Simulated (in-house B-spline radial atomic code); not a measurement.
The numbers below are computed, except where a source is named.
**Softness against transferability: the 4s channel of Cu**

Cu, [Ar] 3d10 4s1, non-relativistic LDA (VWN5), spherical and spin-unpolarised, from a B-spline radial code for spherical atoms (atomic units). The all-electron 4s level is ε = -0.172056 hartree, its outermost node lies just inside 0.91 bohr and its outer maximum at 2.31 bohr.

Troullier-Martins pseudo-orbitals are made for several radii. The cutoffs (hartree) are the plane-wave energies beyond which the orbital holds less than the named kinetic energy per electron. The phase error is the difference, pseudo minus all-electron, of arctan(R P'/P) at R = 3.53 bohr for all radii, half a hartree below and above the level.

```csv
r_c (bohr),V_l(0) (hartree),cutoff for 10 mEh,for 1 mEh,for 0.1 mEh,phase error at ε − 0.5 (mrad),at ε + 0.5 (mrad)
1.73,1.07,2.88,10.2,22.6,-0.2,-4.1
2.01,2.15,2.98,8,13.9,-0.2,-3.3
2.31,1.35,2.69,5.78,12.3,-0.2,-5.6
2.61,0.65,2.16,4.15,10,-0.5,-12.2
2.91,0.22,1.62,3.38,8.16,-1.2,-24.8
3.23,-0.04,0.583,2.78,6.48,-2.4,-46.4
```

**Question.** Which radius needs the lowest cutoff for 0.1 mEh while both phase errors stay within 12.3 mrad?

**Answer.** The radii within that limit are 1.73, 2.01, 2.31, 2.61 bohr; of these r_c = 2.61 needs the least, 10 hartree, that is 20 Ry or 272 eV.

**Question.** What does the larger radius buy, and what does it cost?

**Answer.** From r_c = 1.73 to 3.23 bohr the cutoff for 1 mEh goes from 10.2 to 2.78 hartree, a factor of 3.67, against 3.49 for a pure 1/r_c² scaling, end to end; step by step it is 10.2, 8, 5.78, 4.15, 3.38, 2.78, and for 0.1 mEh 22.6, 13.9, 12.3, 10, 8.16, 6.48; the number of plane waves goes as the cutoff to the power 3/2, here a factor of 7.0. The larger of the two phase errors is least at r_c = 2.01 bohr, 3.3 mrad; it is 4.1 at the smallest radius and 46.4 at the largest. These errors test the reference atom alone. Large radii also let the cores of neighbours overlap, which an atom doesn't show.
